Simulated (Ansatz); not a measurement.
Which is lower?

The two ends of one reaction step of SiH3BrClF, closed shell (PBE0-D4/def2-TZVP).

A:

Si1  (-0.604, 0.393, -0.597)
Br2  (2.161, -0.361, 1.926)
H3  (0.649, 0.805, -1.254)
H4  (-0.944, 1.172, 0.607)
Cl5  (-2.132, 0.545, -1.934)
H6  (1.339, -1.411, 1.430)
F7  (-0.468, -1.142, -0.177)
(Å)

B:

```
atom    x (Å)    y (Å)    z (Å)
 Si1  -0.2934   0.9858  -0.0677
 Br2   0.4141  -0.0753   1.7606
  H3   0.6309   0.6469  -1.1633
  H4  -0.3228   2.4234   0.2605
 Cl5  -2.1719   0.3675  -0.5378
  H6   0.8356  -1.9531   0.2801
  F7   0.9077  -2.3953  -0.5323
```

Ansatz 0.2.0; basis: def2-TZVPP; cores frozen in the correlated methods. Filled d shells of the heavier atoms are correlated. The def2 sets are not built for correlating such inner shells, so the correlated values are less sure here. B3LYP uses VWN-RPA correlation.

(1) Which structure is lower at CCSD(T), and by how much? (To be estimated.)

The T1 diagnostic stays at or below 0.009.

## Answers

(1) By the calculation: A, by 0.491 eV (electronic energy, against the other). By their contacts, A is a complex of SiH₂ClF ([F][SiH2][Cl]) + HBr and B is a complex of SiH₂BrCl ([Cl][SiH2][Br]) + HF.

All methods give the same order:

```json
{"method": "SPW92", "E(B) − E(A) (eV)": "0.355"}
{"method": "PBE-D4", "E(B) − E(A) (eV)": "0.334"}
{"method": "BLYP-D4", "E(B) − E(A) (eV)": "0.471"}
{"method": "r2SCAN-D4", "E(B) − E(A) (eV)": "0.455"}
{"method": "B97M-V", "E(B) − E(A) (eV)": "0.545"}
{"method": "PBE0-D4", "E(B) − E(A) (eV)": "0.349"}
{"method": "B3LYP-D4", "E(B) − E(A) (eV)": "0.480"}
{"method": "r2SCAN0-D4", "E(B) − E(A) (eV)": "0.438"}
{"method": "BHLYP-D4", "E(B) − E(A) (eV)": "0.515"}
{"method": "CAM-B3LYP-D4", "E(B) − E(A) (eV)": "0.552"}
{"method": "wB97X-V", "E(B) − E(A) (eV)": "0.478"}
{"method": "wB97M-V", "E(B) − E(A) (eV)": "0.463"}
{"method": "B2PLYP", "E(B) − E(A) (eV)": "0.506"}
{"method": "PBE-QIDH", "E(B) − E(A) (eV)": "0.396"}
{"method": "RPA on PBE", "E(B) − E(A) (eV)": "0.543"}
{"method": "HF", "E(B) − E(A) (eV)": "0.639"}
{"method": "MP2", "E(B) − E(A) (eV)": "0.427"}
{"method": "CCSD", "E(B) − E(A) (eV)": "0.520"}
{"method": "CCSD(T)", "E(B) − E(A) (eV)": "0.491"}
```

Labels in which every atom is bracketed show which atoms are joined, not bond orders.

For scale, one of the runs: CCSD(T)/def2-TZVPP, 205 basis functions, launched by `ansatz run in.yaml --threads 4 --pin off --events-out ev --progress --plain --max-ram 9574MiB`. Time: 2.3 min of wall clock on 4 CPU threads of an Arm Neoverse N1; the host was shared. Peak host memory: 2.6 GiB.
